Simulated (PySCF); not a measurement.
Lu: fine-structure interval

Lu [Xe] 4f14 5d1 6s2 [5d3/2^1, M_J = 3/2] → Lu [Xe] 4f14 5d1 6s2 [5d5/2^1, M_J = 5/2], as a difference of total energies. Computed with PySCF 2.14 in x2c-TZVPPall-2c (11s11p10d2f2g, 126 functions), with the two-component X2C-1e Hamiltonian. Correlated levels: [Ar] 3d10 frozen; the 18 highest virtual spinors dropped. "Screened" scales the spin-orbit matrix elements by Boettger's factors to mimic the two-electron term; Breit and QED terms are absent.

| method | fine-structure interval (cm⁻¹) |
| --- | --- |
| GHF (screened spin-orbit) | 1719.9 |
| GMP2 (screened spin-orbit) | 2223.1 |
| GHF (bare spin-orbit) | 2045.2 |

Errors of the correlated levels include the incompleteness of this basis and the frozen core.

For comparison: 1993.9 cm⁻¹ (measured; NIST Handbook of Basic Atomic Spectroscopic Data (Sansonetti and Martin, J. Phys. Chem. Ref. Data 34, 1559 (2005))).
